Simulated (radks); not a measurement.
Q: Isoelectronic series with 1 electrons, each ion in its NIST ground configuration. Calculated with a radial shooting solver on a logarithmic mesh with Libxc functionals: Dirac Kohn-Sham, PBE, spin-unpolarised, spherical densities, point nucleus. Total energies (hartree) and orbital eigenvalues (eV):

ion    configuration  E (hartree)      1s1/2
H                1s1     -0.45893    -6.4927
Li2+             1s1     -4.34457   -98.9213
B4+              1s1    -12.23145  -300.1626
N6+              1s1    -24.12623  -610.4396
F8+              1s1    -40.03677  -1029.966
Al12+            1s1    -83.94907  -2197.940
P14+             1s1   -111.97939  -2947.154
Cl16+            1s1   -144.08272  -3807.151
Sc20+            1s1   -220.59584  -5861.846
V22+             1s1   -265.05661  -7057.917
Mn24+            1s1   -313.69249  -8367.521
Co26+            1s1   -366.53665  -9791.554
Cu28+            1s1   -423.62548  -11331.00

Estimate the row of K18+ (1s1).

A: E (hartree) -180.28020; 1s1/2 -4778.499.
